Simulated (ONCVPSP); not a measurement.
# Pseudopotential generation for erbium: ONCV, LDA (Perdew-Zunger), fully relativistic.

Er, optimised norm-conserving Vanderbilt (ONCV), made with ONCVPSP 4.0.1 (LDA (Perdew-Zunger), fully relativistic). Core [Kr] 4d10, reference 4f12 5s2 5p6 6s2. Waves: 5s+6s: rc 2.40 bohr, ncon 4, nbas 8, qcut 4.3 1/bohr, 2 projectors; 5p: rc 1.65 bohr, ncon 4, nbas 8, qcut 4.2 1/bohr, 2 projectors, debl 1.9 Ha; d scattering state at 0.03 Ha: rc 2.55 bohr, ncon 4, nbas 7, qcut 4 1/bohr, 2 projectors, debl 1.8 Ha; 4f: rc 0.75 bohr, ncon 4, nbas 9, qcut 19 1/bohr, 2 projectors, debl 3.3 Ha. Local part: polynomial inside 0.65 bohr (lpopt 5, dvloc0 6 Ha). Core correction: polynomial model core, fcfact 0.75.

Open shells are filled in proportion to 2j + 1.

In the d channel the program set the typed energies aside and used 0.050, 1.850 Ha (j = l + 1/2; the other j can differ).

Poles of the logarithmic derivatives, all-electron (AE) and pseudo (PS). Narrow ghost or core levels that the grid stepped over were put in at their known energies. s: poles at -1.8, 2.3 (AE) and -1.8, 2.1, 3.8 (PS) Ha. p3/2: poles at 0.8 (AE) and 0.8 (PS) Ha. p1/2: poles at 0.3 (AE) and 0.3 (PS) Ha. d5/2: poles at 0.6, 4.2 (AE) and 0.6, 4.2 (PS) Ha. d3/2: poles at 0.6, 4.1 (AE) and -1.5, 0.6, 4.1 (PS) Ha. f7/2: poles at 4.7 (AE) and 4.7 (PS) Ha. f5/2: poles at 4.6 (AE) and 4.6 (PS) Ha. Test radii: s 2.44, p3/2 1.67, p1/2 1.67, d5/2 2.59, d3/2 2.59, f7/2 0.76, f5/2 0.76 bohr.

* Cutoffs needed: 187 Ha and 970 Ha (the cutoffs (Ha) at which the residual kinetic energy of the hardest occupied pseudo-wave falls to 1 and 0.1 mHa per electron)
* Ghost test: ghosts flagged at negative energy: s at -484.0 eV, p3/2 at -157.6 eV, d5/2 at -81.7 eV, p1/2 at -117.7 eV, d3/2 at -39.6 eV; no localised positive-energy state flagged; a true bound ghost makes a file unfit for plane-wave use
* Configuration tests: tests left out (the all-electron energies of this program are off by 10 to 40 meV for near-neutral 4f atoms)
* rms error of d²Exc/dni dnj: 7.86 mHa without and 2.60 mHa with the model core
